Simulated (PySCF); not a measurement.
# Ionisation energy of Br by level of theory

Br [Ar] 3d10 4s2 4p5 (2P) → Br⁺ [Ar] 3d10 4s2 4p4 (3P), as a difference of total energies. All numbers are calculated (PySCF 2.14, a scalar-relativistic core potential, in aug-cc-pVTZ-PP with one added diffuse shell each of s, d, f type with ECP10MDF (7s5p5d3f, 68 functions)). Correlated levels: valence: 3s2 3p6 3d10 frozen. The calculations carry no spin-orbit coupling.

| method | ionisation energy (eV) | error (eV) |
| --- | --- | --- |
| UHF | 10.718 | -1.126 |
| MP2 (valence) | 11.575 | -0.269 |
| SCS-MP2 (valence) | 11.575 | -0.269 |
| CCSD (valence) | 11.574 | -0.270 |
| CCSD(T) (valence) | 11.618 | -0.226 |

Reference: 11.844 eV (measured; NIST levels, between the centres of gravity of the two terms).

Errors of the correlated levels include the incompleteness of this basis and the frozen core.
